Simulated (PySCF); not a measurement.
A structure optimised at B3LYP-D3(BJ)/def2-TZVP, used in a PySCF frequency run:

```
I
I 1 2.6947
```
Charge 0, spin multiplicity 1.

**Question.** Write its SMILES, formula and point group.

**Answer.** II, I₂, D∞h

**Question.** What are its rotational constants (standard atomic weights)?

**Answer.** 1.0969 GHz (linear rotor, B only)
